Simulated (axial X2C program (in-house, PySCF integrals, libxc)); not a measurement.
# RuF⁺: cheaper levels and CCSD(T), two-component

Calculated with an in-house all-electron X2C program for linear molecules (integrals from PySCF). Two-component (2c) means X2C with spin–orbit coupling and atomic mean-field two-electron Coulomb and Gaunt terms. Basis: Ru dyall-cv3z [12s12p8d5f3g], F dyall-av3z [7s6p3d2f] (cores contracted in-house); Gaussian nuclei, density fitting, unrestricted open shells. Masses: Ru 101.904 u, F 18.998 u.

State: Ω = 4 (⟨Sz⟩ = 1.99, ⟨Lz⟩ = 2.01 at HF); fragments Ru+ + F.

| level | Re (Å) | ωe (cm⁻¹) | De (eV) |
| --- | --- | --- | --- |
| PBE0 | 1.815 | 712.5 | n/a |
| HF | 1.853 | 703.7 | n/a |
| MP2 | 1.828 | 708.3 | n/a |
| M06 | 1.825 | 704.2 | 3.41 |

Correlated methods: 14 electrons correlated (number of frozen shells: Ru 4 s, 3 p, 1 d; F 1 s), 290 virtual spin orbitals or spinors in MP2, 90 natural virtuals in coupled cluster.

CCSD(T), same Hamiltonian and basis:

Re = 1.831 Å, ωe = 708.5 cm⁻¹; T1 = 0.026 (Lee–Taylor normalisation).

Give the differences from CCSD(T) in the columns below.



```
level  ΔRe (Å)  Δωe (cm⁻¹)
 PBE0   -0.016           4
   HF    0.022          -5
  MP2   -0.003           0
  M06   -0.006          -4
```

The state is one determinant whose occupation by symmetry is held fixed; it was picked as the lowest of a PBE0 search that is not exhaustive. De is counted from the lowest determinant-based energies of the atoms at the same level, without counterpoise correction. De is not given where an atomic determinant may have missed its ground term or J level, or where the truncated virtual space spoils (T). Density functionals use the spin component along the axis (collinear). CCSD and (T) use frozen natural virtuals with an MP2 correction for the truncation; (T) itself is uncorrected, so its De runs slightly low. In 2c an atomic determinant is not the ground J level, so De misses part of the atomic spin–orbit lowering. This holds for M06. Without a current term, density functionals place determinants with orbital angular momentum somewhat too high. With several unpaired electrons one determinant need not be a pure state. Open-shell Ω = 0 determinants with evenly filled partner blocks cannot be reached by this program, so the Ω shown need not be the lowest component.
